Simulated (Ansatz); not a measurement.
Ansatz (an electronic-structure program) input (B3LYP/6-31G*):

Ansatz 0.2 input:
```yaml
crystal:
  periodic: [false, false, false]
  atoms:
    - {symbol: B, position_ang: [-0.85573650, -0.00493450, -0.02237294]}
    - {symbol: N, position_ang: [0.51584742, -0.10079013, 0.00863416]}
    - {symbol: H, position_ang: [-1.47797506, 1.01043132, 0.00900960]}
    - {symbol: H, position_ang: [1.13550828, 0.69831676, 0.06203764]}
    - {symbol: H, position_ang: [1.01021735, -0.97854462, -0.01962167]}
basis:
  gaussian:
    orbitals: 6-31G*
hamiltonian:
  xc: {name: B3LYP}
magnetization: {spin_polarized: true, initial_magnetization: 1}
output: {forces: true}
```

Output:

```
Functional definition: B3LYP
integrals: 0.01 GiB planned
373 factors; integrals over basis functions are off by at most 9.5e-4 eV
mean field: 0.09 GiB planned
mean field evaluation 1: about -2209.3843 eV, gradient 3.4e1 eV
mean field evaluation 2: about -2203.1373 eV, gradient 4.9e1 eV
mean field evaluation 4: about -2213.9066 eV, gradient 1.1e0 eV
mean field evaluation 8: about -2213.9132 eV, gradient 1.4e-2 eV
mean field evaluation 16: about -2213.9132 eV, gradient 2.8e-5 eV
mean field -2213.91315818 eV, -81.3598079190 hartree, gradient 2.8e-5 eV, S^2 0.752163; 0 other end points of the search recorded, 0 dependent functions left out
the calculation of the forces begins
reference -2213.91331927 eV, -81.3598138388 hartree; 8, 7 occupied and 28, 29 virtual orbitals, 373 factors
Total energy: -2213.91331927 eV, -81.3598138388 hartree
Atom 0 at    -0.855737    -0.004934    -0.022373 Å, force    -0.341257    -0.175488    -0.017037 eV/Å
Atom 1 at     0.515847    -0.100790     0.008634 Å, force     0.116569     0.070383     0.006308 eV/Å
Atom 2 at    -1.477975     1.010431     0.009010 Å, force    -0.017952     0.135885     0.005890 eV/Å
Atom 3 at     1.135508     0.698317     0.062038 Å, force     0.141519     0.136632     0.010051 eV/Å
Atom 4 at     1.010217    -0.978545    -0.019622 Å, force     0.101120    -0.167412    -0.005212 eV/Å
Dipole moment:     0.476928     0.019008     0.013229 e Å
```

The geometry given is a B3LYP-D3(BJ)/def2-TZVP minimum.
